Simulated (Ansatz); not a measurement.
The cluster LiB7⁻. The state is a doublet with charge -1. Geometry B3LYP-D4/def2-SVPD.

Cartesian coordinates in Å:
```
Li -1.113 -0.401 0.940
B -0.595 -0.797 -1.255
B 0.788 0.867 1.092
B 0.501 -1.499 -0.256
B 0.485 0.175 -0.410
B -0.964 0.739 -1.092
B -0.308 1.569 0.093
B 1.207 -0.652 0.887
```

B3LYP takes the VWN-RPA correlation. At r2SCAN-D4/def2-TZVPD, B97M-V/def2-TZVPD the charge -1 doublet is spin-contaminated (final ⟨S²⟩ up to 0.91, 0.75 for a pure state). The structure comes from a short search, and lower isomers may exist.

Q: Estimate the α-spin orbital energies around the gap (eV) in Ansatz with PBE-D4/def2-TZVPD, r2SCAN-D4/def2-TZVPD, B97M-V/def2-TZVPD, B3LYP-D4/def2-TZVPD, ωB97X-V/def2-TZVPD.

A: 
| orbital | PBE-D4/def2-TZVPD | r2SCAN-D4/def2-TZVPD | B97M-V/def2-TZVPD | B3LYP-D4/def2-TZVPD | ωB97X-V/def2-TZVPD |
| --- | --- | --- | --- | --- | --- |
| HOMO−9 | -9.18 | -9.88 | -10.10 | -10.70 | -14.08 |
| HOMO−8 | -4.19 | -4.64 | -4.74 | -5.30 | -8.11 |
| HOMO−7 | -4.17 | -4.56 | -4.68 | -5.29 | -8.09 |
| HOMO−6 | -4.03 | -4.35 | -4.32 | -4.91 | -7.86 |
| HOMO−5 | -3.02 | -3.35 | -3.32 | -3.94 | -6.84 |
| HOMO−4 | -2.03 | -2.23 | -2.33 | -3.05 | -5.61 |
| HOMO−3 | -1.63 | -1.80 | -1.80 | -2.34 | -4.72 |
| HOMO−2 | -1.50 | -1.64 | -1.63 | -2.19 | -4.53 |
| HOMO−1 | -0.44 | -0.72 | -0.48 | -0.96 | -3.07 |
| HOMO | -0.13 | -0.18 | -0.11 | -0.64 | -2.68 |
| LUMO | 1.80 | 2.17 | 1.79 | 2.04 | 2.86 |
| LUMO+1 | 2.02 | 2.19 | 2.20 | 2.68 | 3.76 |
| LUMO+2 | 2.66 | 2.82 | 2.77 | 3.01 | 3.78 |
| LUMO+3 | 2.87 | 3.12 | 2.84 | 3.03 | 4.35 |
| LUMO+4 | 2.91 | 3.26 | 2.87 | 3.11 | 4.51 |
| LUMO+5 | 2.92 | 3.29 | 2.97 | 3.13 | 4.56 |
| β HOMO | -0.01 | -0.15 | -0.04 | -0.52 | -2.59 |
| β LUMO | 0.38 | 0.80 | 0.68 | 1.00 | 2.87 |
